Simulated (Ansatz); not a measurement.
C3H7BN2O, singlet, geometry from GFN2-xTB, with bond 10-7 at 1.4 times its length; CASSCF(4,5)/STO-3G (Ansatz, an electronic-structure program).

Input for Ansatz:
Ansatz 0.2 input:
```yaml
crystal:
  periodic: [false, false, false]
  atoms:
    - {symbol: B, position_ang: [-0.28815060, -0.29454981, 0.78064520]}
    - {symbol: H, position_ang: [-0.47881058, -0.76518549, 1.83678655]}
    - {symbol: N, position_ang: [0.98382457, -0.44020935, 0.16419041]}
    - {symbol: C, position_ang: [2.11016370, -0.75971609, -0.00883486]}
    - {symbol: O, position_ang: [3.21005899, -1.02482053, -0.26958104]}
    - {symbol: N, position_ang: [-1.27829445, 0.40469835, 0.11400652]}
    - {symbol: C, position_ang: [-1.11124868, 1.00950741, -1.18796953]}
    - {symbol: C, position_ang: [-2.60367372, 0.61243769, 0.64682380]}
    - {symbol: H, position_ang: [-1.82622663, 0.58662075, -1.90049467]}
    - {symbol: H, position_ang: [-1.35041970, 2.52091305, -1.11064707]}
    - {symbol: H, position_ang: [-0.10237104, 0.82842269, -1.54863028]}
    - {symbol: H, position_ang: [-2.81308743, 1.68218000, 0.74734433]}
    - {symbol: H, position_ang: [-3.35688488, 0.18066789, -0.01992569]}
    - {symbol: H, position_ang: [-2.69041195, 0.14472753, 1.62358620]}
basis:
  gaussian:
    orbitals: STO-3G
hamiltonian:
  xc: hf
magnetization: {spin_polarized: false}
correlation: {active_space: {window: {electrons: 4, orbitals: 5}}}
```

It wrote (shortened):

```
Functional definition: HF
588 factors; integrals over basis functions are off by at most 6.2e-5 eV
mean field evaluation 1: about -8757.1198 eV, gradient 3.4e1 eV
mean field evaluation 2: about -8757.4070 eV, gradient 3.4e1 eV
mean field evaluation 4: about -8760.8094 eV, gradient 4.0e0 eV
mean field evaluation 8: about -8760.8549 eV, gradient 2.3e-1 eV
mean field -8760.85529039 eV, -321.9554936009 hartree, gradient 1.8e-6 eV, S^2 0.000000; 0 other end points of the search recorded, 0 dependent functions left out
reference -8760.85529039 eV, -321.9554936009 hartree; 26, 26 occupied and 16, 16 virtual orbitals, 588 factors
state -8762.69521712 eV, -322.0231096609 hartree
Total energy: -8762.69521712 eV, -322.0231096609 hartree
```
